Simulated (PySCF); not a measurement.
Numbering as in the mapped SMILES `[S-:1][c:2]1[s:3][cH:4][cH:5][c:6]1[SH:7]`; H(Xn) means a hydrogen on atom n.

Geometry: GFN2-xTB; GIAO absolute shieldings from PySCF 2.14, gas phase, non-relativistic, averaged over equivalent atoms.

At BHandHLYP/6-31G (81 basis functions, 13 s wall time on 1 thread of an Intel Xeon Platinum 8259CL, shared host):
```tsv
atoms	σ (ppm)
S3	367.2
S1	580.3
S7	655.9
C2	29.7
C5	81.1
C6	83.7
C4	91.4
H(C5)	26.76
H(S7)	26.76
H(C4)	27.78
```

Estimate the result of repeating the calculation with PBE0/def2-SVP.

Results:


```csv
atoms,σ at PBE0/def2-SVP,change
S3,363.3,-3.9
S1,564.7,-15.6
S7,643.8,-12.1
C2,34.6,+4.9
C5,79.5,-1.6
C6,80.1,-3.6
C4,96.5,+5.1
H(C5),25.58,-1.18
H(S7),23.80,-2.96
H(C4),26.86,-0.92
```

The largest change is at S1 (sulfur bonded to C). Cost: 125 basis functions, 19 s wall time on 1 thread of an Intel Xeon Platinum 8259CL, shared host. The order of the carbon signals is the same at both levels.
